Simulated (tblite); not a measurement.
Species: C₈H₁₅P.
Cartesian coordinates in Å at the GFN2-xTB level; atoms count from 1:
```xyz
24
C8H15P angstrom
C     -0.0347    3.2344    0.1382
C      0.0753    2.0095   -0.3463
P     -0.3873    0.5268    0.6189
C      1.1993   -0.3378    0.3746
C      1.9360   -0.7664    1.3897
C      3.2543   -1.4506    1.2578
C     -1.3348   -0.3382   -0.7581
C     -2.6207    0.4241   -1.0534
C     -1.6318   -1.7721   -0.3366
H     -0.4196    3.4110    1.1293
H      0.2490    4.1091   -0.4271
H      0.4667    1.8353   -1.3446
H      1.5378   -0.4700   -0.6494
H      1.5818   -0.6237    2.4026
H      4.0222   -0.8876    1.7880
H      3.5454   -1.5468    0.2143
H      3.2086   -2.4433    1.7049
H     -0.7029   -0.3464   -1.6567
H     -3.1758   -0.0600   -1.8560
H     -2.4030    1.4487   -1.3514
H     -3.2534    0.4536   -0.1683
H     -2.2448   -1.7798    0.5630
H     -2.1702   -2.2990   -1.1235
H     -0.7091   -2.3111   -0.1254
```

Level: GFN2-xTB in tblite, geometry and Hessian alike; calculated harmonic values, unscaled, isolated species. This tight-binding method is rough: wavenumbers can miss measured ones by several per cent, in bad cases by 10 to 20. One conformer, not necessarily the lowest.

Harmonic wavenumbers (cm⁻¹): 28.4, 46.8, 60.0, 105.5, 125.0, 161.1, 168.5, 195.8, 216.5, 254.8, 273.2, 281.6, 317.9, 345.8, 396.9, 432.1, 545.2, 659.0, 690.9, 714.4, 794.1, 900.8, 932.1, 937.7, 979.6, 982.9, 987.0, 997.8, 1003.5, 1031.6, 1043.9, 1099.9, 1134.8, 1169.9, 1204.7, 1227.7, 1244.5, 1281.1, 1293.0, 1397.6, 1398.3, 1405.3, 1417.6, 1474.6, 1481.1, 1491.2, 1493.9, 1500.1, 1503.4, 1664.3, 1687.1, 2870.2, 2978.8, 2984.6, 2998.1, 3004.5, 3008.9, 3012.8, 3013.7, 3017.1, 3024.5, 3027.6, 3035.6, 3056.8, 3076.1, 3109.3.

A = 1616, B = 931.6, C = 640.3 MHz; mass 142.091 u (most abundant isotopes); point group C1, symmetry number 1.

**Question.** What is the zero-point energy?

**Answer.** ½Σν̃ = 44700 cm⁻¹ = 127.80 kcal/mol.

**Question.** Entropy at 500 K, 1 bar (ideal gas, RRHO, classical rotation)?

**Answer.** Translation 43.36, rotation 31.73, vibration 69.05: S = 144.1 cal/(mol K).

**Question.** And Cp and H(500 K) − H(0)?

**Answer.** Cp = 69.37 cal/(mol K), of which vibrations give 61.43 (their classical limit is 66 R = 131.2); H(500 K) − H(0) = 20.67 kcal/mol without the zero-point energy, 16.70 from vibrations.

**Question.** How do the functions run with temperature in this model?

**Answer.** 
| T (K) | S (cal/(mol K)) | Cp (cal/(mol K)) | H − H(0) (kcal/mol) | G − H(0) (kcal/mol) | ln q(vib) |
| --- | --- | --- | --- | --- | --- |
| 50 | 62.9 | 16.2 | 0.58 | -2.56 | 1.18 |
| 100 | 76.7 | 24.6 | 1.61 | -6.07 | 3.17 |
| 298.15 | 114.2 | 47.5 | 8.80 | -25.25 | 10.90 |
| 373.15 | 125.8 | 56.1 | 12.69 | -34.26 | 13.58 |
| 750 | 176.2 | 88.7 | 40.60 | -91.55 | 26.01 |
| 1000 | 203.6 | 101.9 | 64.53 | -139.11 | 33.44 |

q(vib) and H(0) count from the zero-point level.

**Question.** What must be added to the electronic energy to get the Gibbs energy at 500 K and 1 bar?

**Answer.** ZPE + [H(500 K) − H(0)] − T·S = 127.80 + 20.67 − 72.07 = 76.40 kcal/mol.

Hindered rotation and anharmonicity are outside this model. Other conformers, if any are populated, would add a mixing term that is left out. The structure is chiral; the term R ln 2 for an equal mix with its mirror image is left out.
